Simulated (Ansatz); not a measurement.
Reaction (substitution at a C–C bond): `CC(C)(C)CS` + `[NH2][W]([OH])(=[S])=[S]` → `C[O][W]([NH2])(=[S])=[S]` + `CC(C)CS`

Gas-phase electronic energies from Ansatz, PBE0-D4/def2-TZVP geometries. CBS: MP2 limit from def2 TZ/QZ plus the TZ coupled-cluster correction, frozen cores. def2 core potentials past Kr. For W outer-core shells are correlated without core-valence functions, which leaves a few kJ/mol of doubt a bond. Each species was taken in one conformer, which may not be the lowest.

`CC(C)(C)CS`:

```xyz
18

C     1.200   -0.822   -0.269
C    -0.002    0.109   -0.165
C     0.386    1.497   -0.671
C    -1.153   -0.436   -1.003
C    -0.434    0.272    1.297
S    -0.961   -1.221    2.180
H     1.554   -0.875   -1.301
H     0.943   -1.835    0.047
H     2.030   -0.468    0.351
H    -0.454    2.194   -0.596
H     0.691    1.454   -1.720
H     1.220    1.910   -0.096
H    -2.014    0.239   -0.973
H    -0.848   -0.545   -2.047
H    -1.475   -1.412   -0.636
H     0.360    0.751    1.875
H    -1.304    0.933    1.348
H     0.258   -1.745    2.377
```

`[NH2][W]([OH])(=[S])=[S]`:

Cartesian coordinates in Å:
```
N 0.270 -1.420 0.050
W 0.182 0.496 0.172
O -1.573 1.088 -0.150
S 0.736 1.045 2.152
S 1.509 1.298 -1.283
H 0.537 -1.917 -0.787
H 0.184 -2.035 0.845
H -1.846 1.445 -0.999
```

`C[O][W]([NH2])(=[S])=[S]`:

Cartesian coordinates in Å:
```
C 0.303 2.080 0.499
O 0.448 0.687 0.386
W -0.456 -0.723 -0.407
N 0.475 -2.366 -0.027
S -0.512 -0.410 -2.514
S -2.425 -0.820 0.401
H -0.644 2.321 0.991
H 1.131 2.466 1.097
H 0.323 2.542 -0.492
H 1.133 -2.792 -0.663
H 0.223 -2.986 0.728
```

`CC(C)CS`:

```xyz
15

C     0.687   -1.230   -0.017
C    -0.116   -0.027    0.449
C     0.794    1.031    1.059
C    -0.925    0.596   -0.683
S    -2.237   -0.437   -1.385
H     0.039   -2.023   -0.395
H     1.275   -1.646    0.803
H     1.383   -0.947   -0.814
H    -0.827   -0.362    1.213
H     1.360    0.623    1.900
H     0.223    1.889    1.425
H     1.515    1.399    0.322
H    -1.454    1.481   -0.318
H    -0.266    0.933   -1.488
H    -1.452   -1.282   -2.070
```

```
                   species  CCSD/CBS(def2) energy (Eh)
              `CC(C)(C)CS`                  -595.23265
`[NH2][W]([OH])(=[S])=[S]`                  -994.28084
`C[O][W]([NH2])(=[S])=[S]`                 -1033.51733
                 `CC(C)CS`                  -555.97661
```

Problem. Work out ΔE.

Solution. ΔE = (-1033.51733) + (-555.97661) − (-595.23265) − (-994.28084) = 0.01955 Eh = +51.3 kJ/mol. CCSD(T)/CBS gives +52.8 kJ/mol.

Largest T1 diagnostic among the species: 0.022, so the coupled-cluster value is less sure than usual.

The D4 term adds +6.5 kJ/mol with B3LYP and +3.4 kJ/mol with PBE0; it sums over pairs of atoms, weighted by their polarisabilities, and B3LYP, whose exchange is more repulsive, gets the larger term. From PBE to PBE0 (25 % exact exchange), in def2-TZVPP and without D4, ΔE moves by +3.6 kJ/mol. In def2-TZVPP, CCSD(T) changes the Hartree–Fock value by +21.7 kJ/mol (the triples alone add +1.5 kJ/mol) and MP2 by +27.3 kJ/mol.

B3LYP here is the variant with VWN-RPA as its local correlation; programs differ in this.
